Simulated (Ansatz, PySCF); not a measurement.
Molecule: C₃H₈BrSi, charge -1, multiplicity 1. It need not be the lowest isomer of its formula. Whether it binds its extra electron was not tested at this geometry. 
Structure (B3LYP-D3(BJ)/def2-TZVP (Ansatz, a quantum-chemistry and plane-wave program) minimum search):
```xyz
13

Si     0.2307    -0.0020    -1.0309
C      1.7628    -0.3930    -1.7463
C     -1.1866    -1.1895    -1.4249
C     -0.3410     1.7877    -1.2414
Br    -0.1023    -0.0639     1.5081
H      2.0903    -1.4285    -1.8072
H      2.5859     0.3165    -1.6997
H     -0.8787    -2.2166    -1.2163
H     -1.4534    -1.1221    -2.4834
H     -2.0661    -0.9721    -0.8171
H     -0.5693     1.9909    -2.2915
H      0.4523     2.4698    -0.9274
H     -1.2232     1.9958    -0.6342
```
Charge -1, spin multiplicity 1.

Total electronic energies in hartree. Valence correlation only, unless marked. No spin-orbit coupling. The frozen core is the preceding noble-gas configuration, with the filled d and f shells of earlier blocks. Non-relativistic. CBS marks a two-point X^-3 extrapolation of the correlation energy; Hartree-Fock from the larger set. [CCSD(T)-MP2]/basis is that difference in the basis named.

```csv
level,program,energy (Eh)
HF/STO-3G,Ansatz,-2947.02013
HF/def2-QZVPP,Ansatz,-2979.78426
HF-D4/def2-TZVPD,PySCF + dftd4,-2979.76078
B3LYP/def2-TZVPD,Ansatz,-2982.97915
PBE0/6-31G*,Ansatz,-2981.96028
PBE0/def2-TZVPD,PySCF,-2982.35011
BHLYP/def2-TZVPD,Ansatz,-2982.82864
B2GP-PLYP/def2-TZVPD,Ansatz,-2982.04594
MP2/6-31G,Ansatz,-2979.55728
RI-MP2/def2-QZVPP,Ansatz,-2980.68019
SCS-MP2/def2-SVP,Ansatz,-2979.81618
CCSD(T)/def2-SVP,Ansatz,-2979.90266
CCSD(T)/def2-TZVPP,Ansatz,-2980.64748
"RI-MP2/CBS(def2-TZVPPD,def2-QZVPPD)+[CCSD(T)-MP2]/def2-SVPD",Ansatz,-2980.8144
"RI-MP2/CBS(def2-TZVPPD,def2-QZVPPD)+[CCSD(T)-MP2]/def2-TZVPPD",Ansatz,-2980.8210
```

Totals of different functionals don't rank their quality; only differences between species are comparable.
